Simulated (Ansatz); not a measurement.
C2H6N, charge -1, singlet, geometry from GFN2-xTB (a gas-phase anion, which may not be bound at this level); SC-NEVPT2/STO-3G, CASSCF(4,5) (Ansatz, a first-principles code).

Input for Ansatz:
Ansatz 0.2 input:
```yaml
crystal:
  periodic: [false, false, false]
  atoms:
    - {symbol: C, position_ang: [0.06838840, -0.34344719, 1.28001260]}
    - {symbol: N, position_ang: [-0.02031578, 0.57728452, 0.03028326]}
    - {symbol: C, position_ang: [-0.01464409, -0.23244926, -1.15661628]}
    - {symbol: H, position_ang: [0.07446949, 0.42980237, 2.12358233]}
    - {symbol: H, position_ang: [-1.00128293, -0.74920637, 1.34561699]}
    - {symbol: H, position_ang: [0.85112316, 1.11606852, 0.04720825]}
    - {symbol: H, position_ang: [0.82050456, -0.96673735, -1.22449252]}
    - {symbol: H, position_ang: [0.01871469, 0.39617056, -2.06419785]}
    - {symbol: H, position_ang: [-0.94378425, -0.81171072, -1.18007793]}
basis:
  gaussian:
    orbitals: STO-3G
total_charge: -1
magnetization: {spin_polarized: false}
correlation: {method: sc_nevpt2, electrons: all, active_space: {window: {electrons: 4, orbitals: 5}}}
```

It wrote (shortened):

```
Functional definition: HF
293 factors; integrals over basis functions are off by at most 3.3e-5 eV
mean field evaluation 1: about -3583.2444 eV, gradient 1.9e1 eV
mean field evaluation 2: about -3583.4699 eV, gradient 1.9e1 eV
mean field evaluation 4: about -3584.9253 eV, gradient 1.6e0 eV
mean field evaluation 8: about -3584.9403 eV, gradient 7.2e-6 eV
mean field -3584.94027471 eV, -131.7441251357 hartree, gradient 2.1e-6 eV, S^2 0.000000; 0 other end points of the search recorded, 0 dependent functions left out
reference -3584.94027471 eV, -131.7441251357 hartree; 13, 13 occupied and 8, 8 virtual orbitals, 293 factors
state -3586.00242528 eV, -131.7831584491 hartree
state -3586.00242528 eV, -131.7831584491 hartree; corrected -3588.93759708 eV, -131.8910240235 hartree
state -3585.94755947 eV, -131.7811421680 hartree
state -3585.94755947 eV, -131.7811421680 hartree; corrected -3588.92358026 eV, -131.8905089148 hartree
state -3586.00242528 eV, -131.7831584491 hartree; corrected -3588.93759708 eV, -131.8910240235 hartree
state -3585.90902676 eV, -131.7797261171 hartree
state -3585.90902676 eV, -131.7797261171 hartree; corrected -3588.96545296 eV, -131.8920477081 hartree
state -3585.90902676 eV, -131.7797261171 hartree; corrected -3588.96545296 eV, -131.8920477081 hartree
the orbitals are reached from a further start. From the first start the search ends at -3585.94755798 eV, -131.7811421134 hartree
WARN: the results are in doubt because another end's mean lies 0.093 eV lower, and its corrected mean 0.028 eV higher
Total energy: -3588.96545296 eV, -131.8920477081 hartree
In doubt: another end's mean lies 0.093 eV lower, and its corrected mean 0.028 eV higher
```
